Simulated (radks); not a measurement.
Values are calculated unless marked as measured or tabulated.
Ionisation of Pr+, [Xe] 4f3 6s1, to Pr2+, [Xe] 4f3, under several functionals. Dirac Kohn-Sham, spin-unpolarised, spherical densities, point nucleus; open shells are shared between the two j in proportion to 2j + 1; a radial shooting solver on a logarithmic mesh with Libxc functionals.

| functional | E(Pr+) (hartree) | Exc (hartree) | IE (eV) | -e(HOMO) (eV) | <r> HOMO (bohr) | IE error (eV) |
|---|---|---|---|---|---|---|
| LDA (Slater exchange, Perdew-Wang correlation) | -9235.6599 | -209.7247 | 10.822 | 7.141 | 1.182 | +0.191 |
| exchange-only B88 | -9240.1566 | -214.2583 | 10.099 | 5.808 | 1.203 | -0.532 |
| PBEsol | -9238.9594 | -213.0562 | 10.532 | 6.924 | 1.183 | -0.099 |
| Wu-Cohen GGA | -9241.5186 | -215.6493 | 10.469 | 6.915 | 1.182 | -0.162 |
| LDA (Slater exchange, VWN5 correlation) | -9235.6839 | -209.7491 | 10.821 | 7.145 | 1.182 | +0.190 |

NIST Atomic Spectra Database: 10.63 eV (semi-empirical). Closest: PBEsol. The Delta-SCF values span 0.72 eV, the total energies 5.86 hartree. The highest occupied level is 4f7/2. Spin polarisation and multiplet splitting are left out, so open shells lie too high by an amount that depends on their filling. Sharing an open shell by 2j + 1 raises it above the true ground level by a part of the spin-orbit splitting, which enters the differences from NIST.

Beside tabulated values, note that spin-unpolarised runs miss the spin-polarisation part of the exchange energy of open shells.
